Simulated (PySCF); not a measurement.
How methods differ on the excitation energy of In⁺

In⁺ [Kr] 4d10 5s2 (1S) → In⁺ [Kr] 4d9 5s2 5p1 (high-spin determinant), as a difference of total energies. Computed with PySCF 2.14 in aug-cc-pVQZ-PP with ECP28MDF (7s7p5d3f2g, 92 functions), with a scalar-relativistic core potential. The calculations carry no spin-orbit coupling.

| method | excitation energy (cm⁻¹) |
| --- | --- |
| UHF | 146700 |
| LDA | 152800 |
| PBE | 151600 |
| PBE0 | 151670 |
| r2SCAN | 151780 |
| PW91 | 151690 |
| LC-wPBE | 149090 |
| M06-2X | 154600 |

The determinant of the upper state mixes LS terms, which raises its energy above the lowest term, most at the Hartree-Fock and MP2 levels.
